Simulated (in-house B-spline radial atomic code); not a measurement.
Inner levels of bromine as electrons are removed. A shift is the extra binding of the orbital against the neutral atom ([Ar] 3d10 4s2 4p1/2(2) 4p3/2(3)). The density at the nucleus is averaged over the nuclear charge. Computed with a B-spline radial code for spherical atoms: Dirac-Hartree-Fock, jj configuration that fills j = l - 1/2 first, finite nuclei.

A number in brackets counts the electrons of a j subshell.

```csv
ion,configuration,shift of 1s1/2 (eV),radius of 1s1/2 (bohr),Σ<r²> (bohr²),change of density at nucleus (bohr⁻³)
Br22+,[Ne] 3s2 3p1/2(1),978.86,0.04271,1.011,365.69
Br23+,[Ne] 3s2,1055.99,0.042701,0.76525,405.5
Br24+,[Ne] 3s1,1129.74,0.042699,0.5158,-46.454
Br25+,[He] 2s2 2p6,1204.96,0.042696,0.27575,-520.82
Br26+,[He] 2s2 2p1/2(2) 2p3/2(3),?,?,?,?
Br27+,[He] 2s2 2p1/2(2) 2p3/2(2),1583.82,0.042612,0.2015,-264.9
Br28+,[He] 2s2 2p1/2(2) 2p3/2(1),1779.72,0.042567,0.16729,-131.18
Br29+,[He] 2s2 2p1/2(2),1979.9,0.04252,0.13485,6.4171
Br30+,[He] 2s2 2p1/2(1),2189.52,0.042467,0.10497,129.65
Br31+,[He] 2s2,?,?,?,?
Br32+,[He] 2s1,2589.02,0.042406,0.040138,-2014.51
Br33+,1s2,?,?,?,?
Br34+,1s1,3382.37,0.04191,0.0023552,-23496.1
```

Fill in the row of Br26+.

shift of 1s1/2 (eV): 1392.23; radius of 1s1/2 (bohr): 0.042655; Σ<r²> (bohr²): 0.23761; change of density at nucleus (bohr⁻³): -394.78.

Fill in the row of Br31+.

shift of 1s1/2 (eV): 2403.76; radius of 1s1/2 (bohr): 0.042412; Σ<r²> (bohr²): 0.076685; change of density at nucleus (bohr⁻³): 255.53.

Fill in the row of Br33+.

shift of 1s1/2 (eV): 2777.01; radius of 1s1/2 (bohr): 0.042379; Σ<r²> (bohr²): 0.0048226; change of density at nucleus (bohr⁻³): -4372.93.
